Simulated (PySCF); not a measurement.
**B²⁺ (boron, charge +2) across methods**

[He] 2p1, 2P determinant (an excited configuration). All numbers are calculated (PySCF 2.14, the non-relativistic Hamiltonian (point nucleus), in aug-cc-pVQZ with one added diffuse shell each of s, p, d, f, g type (7s6p5d4f3g, 105 functions)).

```tsv
method	E (hartree)	mean ε 1s α (eV)	mean ε 1s β (eV)	mean ε 2p α (eV)	Σ⟨r²⟩ (bohr²)	⟨S²⟩
HSE06	-23.2014	-217.32	-216.72	-27.729	3.284	0.750
BP86	-23.2297	-210.64	-210.16	-26.810	3.277	0.750
PBE0	-23.1972	-217.73	-217.13	-28.123	3.288	0.750
r2SCAN	-23.2266	-213.42	-212.92	-27.064	3.261	0.750
UHF	-23.15357	-239.02	-238.38	-31.781	3.332	0.750
LC-wPBE	-23.1972	-216.36	-215.78	-31.210	3.250	0.750
LDA	-22.9384	-208.37	-207.77	-26.416	3.310	0.750
PBE	-23.1936	-210.37	-209.79	-26.777	3.285	0.750
B97-3	-23.2363	-218.46	-218.04	-28.203	3.278	0.750
```
